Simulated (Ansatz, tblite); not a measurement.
Cost and result up the ladder for Ta2O2⁺ (the lowest doublet isomer of a short search) (4 atoms). The state is a doublet with charge 1. Geometry: PBE0-D4/def2-TZVP.

Cartesian coordinates in Å:
```
Ta -0.2333 -1.1838 0.2123
Ta 0.7175 0.8973 -0.4253
O -0.8414 0.0415 -1.1193
O 0.3571 0.2449 1.3323
```

Ansatz on 4 threads of AMD EPYC 7B13 on a shared host; xTB runs through tblite on one thread. Times are rough, summed over both states, and most runs start from the orbitals of an earlier one. RPA@PBE/def2-TZVP serves as the yardstick here, not as an exact answer. The other state is a quartet at its own geometry.

In the def2 sets Ta takes a core potential; there is no spin–orbit coupling. The xTB rows come from tblite. Correlated methods freeze 2 core orbitals; core or outer-core shells of Ta are correlated, in sets that lack core-valence functions. The structure comes from a short search, and lower isomers may exist.

Run but left out: HF/def2-TZVP, PBE-QIDH/def2-TZVP, MP2/def2-TZVP, CCSD/def2-TZVP, CCSD(T)/def2-TZVP (doublet: ⟨S²⟩ 1.18 to 1.74, where a pure state has 0.75).

Correlated methods converge slowly with the basis.

xTB has no spin-polarisation term.

```json
{"level": "GFN1-xTB", "functions": "26", "wall time": "0.006 s"}
{"level": "GFN2-xTB", "functions": "26", "wall time": "0.007 s"}
{"level": "LDA (SPW92)/def2-TZVP", "functions": "142", "wall time": "2.1 s"}
{"level": "revPBE-D4/def2-TZVP", "functions": "142", "wall time": "4 s"}
{"level": "PBE-D4/def2-TZVP (with forces)", "functions": "142", "wall time": "4.3 s"}
{"level": "PBE0-D4/def2-TZVP", "functions": "142", "wall time": "6.6 s"}
{"level": "RPA@PBE/def2-TZVP", "functions": "142", "wall time": "6.9 s"}
{"level": "r2SCAN-D4/def2-TZVP", "functions": "142", "wall time": "9.8 s"}
{"level": "B97M-V/def2-TZVP", "functions": "142", "wall time": "14 s"}
{"level": "r2SCANh-D4/def2-TZVP", "functions": "142", "wall time": "17 s"}
```

Question: Estimate what each level gives for the quartet − doublet (eV).

Answer: 
```csv
level,quartet − doublet (eV),difference from RPA@PBE/def2-TZVP (eV),remarks
GFN1-xTB,0.76,0.11,–
GFN2-xTB,2.02,1.37,–
LDA (SPW92)/def2-TZVP,0.78,0.13,–
revPBE-D4/def2-TZVP,0.48,-0.17,–
PBE-D4/def2-TZVP (with forces),0.55,-0.10,–
PBE0-D4/def2-TZVP,0.44,-0.21,spin-contaminated (⟨S²⟩ 0.88) (doublet)
RPA@PBE/def2-TZVP,0.65,0.00,–
r2SCAN-D4/def2-TZVP,0.33,-0.32,spin-contaminated (⟨S²⟩ 0.91) (doublet)
B97M-V/def2-TZVP,0.50,-0.15,spin-contaminated (⟨S²⟩ 0.83) (doublet)
r2SCANh-D4/def2-TZVP,0.32,-0.33,spin-contaminated (⟨S²⟩ 0.94) (doublet)
```
